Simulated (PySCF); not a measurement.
# Electronic absorption of C3H12OSi2

Species: C₃H₁₂OSi₂.
SMILES: `C[SiH2][C@@H](C)O[SiH3]`

Theory: TDDFT CAM-B3LYP/def2-SVPD, vertical, gas phase, core orbitals frozen in the response in PySCF 2.14.0, density-fitted response routines. Isolated species at its GFN2-xTB geometry (one conformer only). Torsions of this conformer, `[CH3:1][SiH2:2][C@@H:3]([CH3:4])[O:5][SiH3:6]`: C1–Si2–C3–C4 178°, Si2–C3–O5–Si6 177°.

| state | λ (nm) | E (eV) | f | main configurations (H = HOMO, L = LUMO) |
| --- | --- | --- | --- | --- |
| S1 | 173.8 | 7.13 | 0.016 | H→L (87%) |
| S2 | 171.3 | 7.24 | 0.0022 | H-1→L (76%) |
| S3 | 161.2 | 7.69 | 0.018 | H→L+1 (57%), H→L+2 (29%) |
| S4 | 158.5 | 7.82 | 0.012 | H→L+2 (38%), H→L+4 (19%), H→L+1 (12%) |
| S5 | 153.2 | 8.09 | 0.022 | H-1→L+1 (70%), H-1→L (11%) |
| S6 | 149.4 | 8.30 | 0.017 | H→L+3 (32%), H→L+4 (12%), H→L+1 (10%) |
| S7 | 149.0 | 8.32 | 0.031 | H-1→L+2 (35%), H-1→L+5 (24%) |
| S8 | 147.5 | 8.40 | 0.022 | H→L+4 (17%), H→L+5 (16%), H-3→L (16%) |

Triplets, Tamm–Dancoff:

```tsv
state	E (eV)	λ (nm)	main configurations (H = HOMO, L = LUMO)
T1	6.87	180.4	H→L (76%)
T2	6.91	179.4	H-1→L (68%), H-1→L+2 (8%)
T3	7.35	168.6	H→L+1 (54%), H→L+2 (13%), H→L+4 (9%)
```

The lowest singlet comes at 174 nm (688 kJ/mol) in the vacuum ultraviolet; it is weak; its leading configuration is HOMO→LUMO (87%). The strongest level in the table is S7 at 8.32 eV (149 nm, f = 0.031). Löwdin shares by element: HOMO carbon 33% or more, oxygen 26%, silicon 16% or more (atoms not listed hold the other 25%); LUMO silicon 35%, carbon 9% or more, hydrogen 8% or more (atoms not listed hold the other 48%). Of the 8 states listed, 7 reach f = 0.01 and none stays under 0.0005. The oscillator strengths of these states sum to 0.140; summed over the whole spectrum of an exact calculation they would give the number of electrons, 66 (Thomas–Reiche–Kuhn). Orbital energies (eV): HOMO-3 -10.71, HOMO-2 -10.40, HOMO-1 -9.55, HOMO -9.09, LUMO 1.10, LUMO+1 1.38, LUMO+2 1.43. Only the lowest 8 singlets were computed, as vertical energies without vibronic structure.
